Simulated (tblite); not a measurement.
Compound: C₄H₄F₄.
Structure used (GFN2-xTB), in Å, numbered top down from 1:
```xyz
12
C4H4F4 angstrom
C     -1.4036   -0.3271   -0.5212
C     -0.5512    0.5968    0.3393
F     -0.3264    1.7741   -0.3419
C      0.7738   -0.0183    0.7113
F      0.8892   -0.3908    1.9990
C      1.7966   -0.2160   -0.1129
F      2.9595   -0.7475    0.2191
F      1.7687    0.0927   -1.3973
H     -0.8840   -0.5579   -1.4478
H     -2.3409    0.1686   -0.7596
H     -1.6104   -1.2463    0.0190
H     -1.0700    0.8711    1.2670
```

Method: GFN2-xTB as coded in tblite; computed harmonic values from a numerical Hessian at the method's own geometry, unscaled. This tight-binding method is rough: wavenumbers can miss measured ones by several per cent, in bad cases by 10 to 20. One conformer, not necessarily the lowest.

Harmonic wavenumbers (cm⁻¹): 36.3, 123.8, 131.4, 204.4, 233.4, 265.1, 326.9, 426.8, 454.7, 479.8, 540.5, 588.2, 723.2, 914.4, 996.0, 1082.9, 1100.4, 1134.5, 1185.6, 1219.3, 1268.3, 1305.8, 1394.1, 1461.5, 1478.1, 1773.3, 2922.4, 3055.0, 3056.1, 3060.2.

A = 2741, B = 1581, C = 1240 MHz; mass 128.025 u (most abundant isotopes); point group C1, symmetry number 1.

Question: Zero-point energy?

Answer: ½Σν̃ = 16471 cm⁻¹ = 47.09 kcal/mol.

Question: Entropy at 298.15 K, 1 bar (ideal gas, RRHO, classical rotation)?

Answer: Translation 40.48, rotation 28.48, vibration 22.54: S = 91.5 cal/(mol K).

Question: And Cp and H(298.15 K) − H(0)?

Answer: Cp = 30.53 cal/(mol K), of which vibrations give 22.58 (their classical limit is 30 R = 59.6); H(298.15 K) − H(0) = 5.91 kcal/mol without the zero-point energy, 3.54 from vibrations.

Question: Which modes carry the vibrational entropy at 298.15 K?

Answer: 36.3 cm⁻¹: 5.45; 123.8 cm⁻¹: 3.04; 131.4 cm⁻¹: 2.93; 204.4 cm⁻¹: 2.09; 233.4 cm⁻¹: 1.85; 265.1 cm⁻¹: 1.63 cal/(mol K); the other 24 give 5.55 together.

Question: What must be added to the electronic energy to get the Gibbs energy at 298.15 K and 1 bar?

Answer: ZPE + [H(298.15 K) − H(0)] − T·S = 47.09 + 5.91 − 27.28 = 25.72 kcal/mol.

Question: How do the functions run with temperature in this model?

Answer: 
| T (K) | S (cal/(mol K)) | Cp (cal/(mol K)) | H − H(0) (kcal/mol) | G − H(0) (kcal/mol) | ln q(vib) |
| --- | --- | --- | --- | --- | --- |
| 50 | 57.3 | 11.6 | 0.48 | -2.39 | 0.49 |
| 100 | 66.8 | 16.3 | 1.17 | -5.51 | 1.37 |
| 373.15 | 98.8 | 34.9 | 8.36 | -28.52 | 6.86 |
| 500 | 110.0 | 41.3 | 13.21 | -41.78 | 9.27 |
| 750 | 128.5 | 49.7 | 24.68 | -71.67 | 13.69 |
| 1000 | 143.5 | 54.9 | 37.79 | -105.72 | 17.66 |

q(vib) and H(0) count from the zero-point level.

Question: Blend soft modes into free rotors: weight 1/[1 + (100 cm⁻¹/ν̃)⁴] for the oscillator and the rest for a rotor with moment μB/(μ + B), μ = h/(8π²ν), B = 10⁻⁴⁴ kg m². What vibrational entropy results?

Answer: 20.80 cal/(mol K) in place of 22.54, which changes −T·S at 298.15 K by +0.52 kcal/mol.

Hindered rotation and anharmonicity are outside this model. Other conformers, if any are populated, would add a mixing term that is left out. The structure is chiral; the term R ln 2 for an equal mix with its mirror image is left out.

Time: 0.44 s of wall time. Hardware: one thread, Arm Neoverse N1 (aarch64) (shared host). The figure is for the frequency step alone.
